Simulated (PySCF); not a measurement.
C7H6ClOP.
Bonds: C1–C2, C2–C3 (aromatic), C3–C4 (aromatic), C4–Cl5, C4–P6 (aromatic), P6–C7 (aromatic), C7–C8, C8–O9 (double), C7–C10 (aromatic), C2–C10 (aromatic). Hydrogens: H11, H12, H13 on C1; H14 on C3; H15 on C8; H16 on C10.

All values: PBE0/pcSseg-1 and PBE0/def2-SVPD (PySCF, non-relativistic), on one gas-phase PBE0-D3(BJ)/def2-SVP geometry that isn't relaxed in the solvent. The solvent is an IEF-PCM continuum (Bondi radii, 1.10 Å for H, scaled by 1.2). The model holds no explicit solvent molecules, cavitation or dispersion.

Gas phase at PBE0/pcSseg-1: HOMO -7.40 eV, LUMO -2.59 eV, dipole 2.77 D.

Task: What does the continuum do to the energy, the frontier levels and the dipole at PBE0/pcSseg-1 in benzene and acetone?

Result: 
| solvent | ε | E(solvent) − E(gas) (kcal/mol) | polarisation term (kcal/mol) | distortion of the solute (kcal/mol) | HOMO (eV) | LUMO (eV) | dipole (D) |
| --- | --- | --- | --- | --- | --- | --- | --- |
| benzene | 2.271 | -2.55 | -2.74 | 0.19 | -7.30 | -2.52 | 3.14 |
| acetone | 20.49 | -5.33 | -6.19 | 0.86 | -7.24 | -2.48 | 3.53 |

Polarisation term: ½ Σ q·V over the induced surface charges. Distortion: the rise of the solute's own energy as its density leaves the gas-phase optimum. From benzene to acetone the lowering changes by a factor 2.09, Onsager's factor (ε − 1)/(2ε + 1) by 2.02 and ε itself by 9.0.

Task: Which radius a makes the point-dipole formula ΔE = −[(ε − 1)/(2ε + 1)]·μ²/a³ give the value in acetone, with the gas-phase dipole?

Result: μ = 1.090 au and |ΔE| = 0.00849 Eh give a = 2.13 Å; the farthest nucleus lies 3.84 Å from the centroid of the nuclei, so such a sphere wouldn't even hold the nuclei. The formula assumes a rigid point dipole at the centre of a sphere.

Task: Which IAO charges (PBE0/pcSseg-1) respond most in acetone (means over atoms taken as equivalent)?

Result: 
```
      atoms                  environment  gas (e)  solvent (e)  change
         O9              aldehyde oxygen   -0.391       -0.433  -0.042
        H15              formyl hydrogen   +0.103       +0.120  +0.017
        H14            aromatic hydrogen   +0.163       +0.179  +0.016
        Cl5                aryl chlorine   -0.015       -0.027  -0.012
         C8              aldehyde carbon   +0.254       +0.263  +0.009
         P6     phosphorus bonded to 2 C   +0.387       +0.378  -0.009
H11/H12/H13              methyl hydrogen   +0.156       +0.163  +0.007
         C2  substituted aromatic carbon   +0.036       +0.043  +0.007
```

Task: How do the nuclear quadrupole coupling constants eQVzz/h respond in acetone?

Result: 
```json
{"nucleus": "35Cl at Cl5", "Q (barn)": "-0.0817", "gas (MHz)": "-76.30", "solvent (MHz)": "-75.17", "η gas": "0.09", "η solvent": "0.09"}
{"nucleus": "17O at O9", "Q (barn)": "-0.0256", "gas (MHz)": "11.83", "solvent (MHz)": "11.52", "η gas": "0.52", "η solvent": "0.45"}
```

Gas phase at PBE0/def2-SVPD: HOMO -7.40 eV, LUMO -2.63 eV, dipole 2.86 D.

Task: What does the continuum do to the energy, the frontier levels and the dipole at PBE0/def2-SVPD in acetone?

Result: 
| solvent | ε | E(solvent) − E(gas) (kcal/mol) | polarisation term (kcal/mol) | distortion of the solute (kcal/mol) | HOMO (eV) | LUMO (eV) | dipole (D) |
| --- | --- | --- | --- | --- | --- | --- | --- |
| acetone | 20.49 | -5.40 | -6.40 | 1.00 | -7.23 | -2.53 | 3.75 |

Task: How does the static polarisability (PBE0/def2-SVPD, frozen core, with the continuum's full static response) change?

Result: 
```csv
medium,isotropic (au),principal values (au),⟨r²⟩ of the electrons (bohr²)
gas,128.2,"72.7, 145.8, 166.0",2160.7
acetone,185.0,"103.7, 212.6, 238.6",2161.9
```

The isotropic value in acetone is 1.44 times the gas-phase one; no cavity-field correction is applied. ⟨r²⟩ is taken about the centre of nuclear charge.

On Arm Neoverse V1, one thread, no GPU (shared host), this took 51 s and 1.1 GiB of memory at its peak. This is the whole shielding run at PBE0/pcSseg-1 in acetone, SCF included.

Conformer computed: `[CH3:1][c:2]1[cH:3][c:4]([Cl:5])[p:6][c:7]([CH:8]=[O:9])[cH:10]1`: P6–C7–C8–O9 180°.
